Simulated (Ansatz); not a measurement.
Geometry optimisation, Ansatz, RKS BLYP/6-31G*.

input.yaml

```yaml
crystal:
  periodic: [false, false, false]
  atoms:
    - { symbol: Si, position_ang: [0.0, 0.0, 0.0] }
    - { symbol: H, position_ang: [0.8198, 0.0, 1.4434] }
    - { symbol: "N", position_ang: [1.9526, 0.0, 0.5176] }
    - { symbol: H, position_ang: [2.4509, -0.918, 0.3369] }
    - { symbol: H, position_ang: [2.4539, 0.918, 0.3453] }
    - { symbol: O, position_ang: [-0.7913, 1.3709, -0.5594] }
    - { symbol: H, position_ang: [-1.7491, 1.1401, -0.7818] }
    - { symbol: "N", position_ang: [-0.8572, -1.4851, -0.6061] }
    - { symbol: H, position_ang: [-1.3922, -2.1014, 0.0704] }
    - { symbol: H, position_ang: [-0.8219, -1.7344, -1.6357] }
basis:
  gaussian: { orbitals: "6-31G*" }
hamiltonian:
  xc: blyp
relax:
  f_tol: 0.15
  max_steps: 25
  restrain:
    - { distance: [1, 2], at: 2.26, k: 30.0 }
    - { distance: [0, 1], at: 1.46, k: 30.0 }
    - { distance: [0, 2], at: 1.82, k: 30.0 }
```

Run as:

```bash
$ ansatz run input.yaml --threads 1 --pin off --max-ram 2048MiB --backend cpu --events-out ev --progress --plain --runs-dir out
```

**Question.** Where does it end, and by what steps?

**Answer.** The forces met the threshold. The restraints hold the end off the free minimum. After 14 steps the energy has fallen by 3.985 eV (the restraints' own energy left out); H5 moved furthest, 1.27 Å.

```csv
step,energy less start (eV),largest force component (eV/Å),accepted
0,0.0000,3.532,yes
1,-1.0194,2.675,yes
2,-1.9448,2.489,yes
3,-3.0491,1.650,yes
4,-3.4822,1.583,yes
5,-3.6604,1.792,yes
6,-3.7056,1.724,yes
7,-3.7427,1.662,yes
8,-3.8213,1.723,yes
9,-3.8840,1.704,yes
10,-3.9291,1.614,yes
11,-3.9642,1.489,yes
12,-3.9766,1.328,yes
13,-3.9235,1.667,no
14,-3.9851,1.307,yes
```

```xyz
10
Properties=species:S:1:pos:R:3
Si 0.064 -0.119 0.210
H 0.091 -0.354 1.651
N 1.835 -0.197 0.161
H 2.273 0.102 1.036
H 2.384 0.128 -0.640
O -0.513 1.347 -0.373
H -1.474 1.323 -0.559
N -0.897 -1.350 -0.568
H -0.787 -2.298 -0.197
H -0.912 -1.389 -1.590
```

Time of the run: 34 s on 1 thread of Arm Neoverse V2 (shared host), peak memory 0.12 GiB.
